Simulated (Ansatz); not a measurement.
def2 core potentials replace the inner electrons of Sn.

A geometry relaxed with PBE0-D3(BJ)/def2-SVP (Ansatz, a program for electronic structure), charge 0, multiplicity 1:

```xyz
18

H      1.5315     0.5390    -1.9097
Sn     2.7380    -0.4209     0.2690
H     -2.0593     2.5495     0.5130
C     -0.1013    -0.0219    -0.5837
Cl     2.2576    -2.1669     1.7470
H     -0.5788    -2.1163    -0.3471
C     -2.5407     0.4540     0.7195
H     -2.7405    -1.6957     0.7883
H      1.2488    -1.2264    -1.7941
C      1.2111    -0.2753    -1.2447
Cl     2.8360     1.5502     1.5215
Cl     4.8822    -0.8060    -0.5873
H     -3.4913     0.6393     1.2247
H      0.1023     2.1292    -0.6224
C     -0.9087    -1.0896    -0.1676
C     -0.5273     1.2875    -0.3218
C     -1.7392     1.5229     0.3207
C     -2.1204    -0.8527     0.4748
```

Problem. Write the SMILES of this molecule.

Solution. `[Cl][Sn]([Cl])([Cl])[CH2]c1ccccc1`
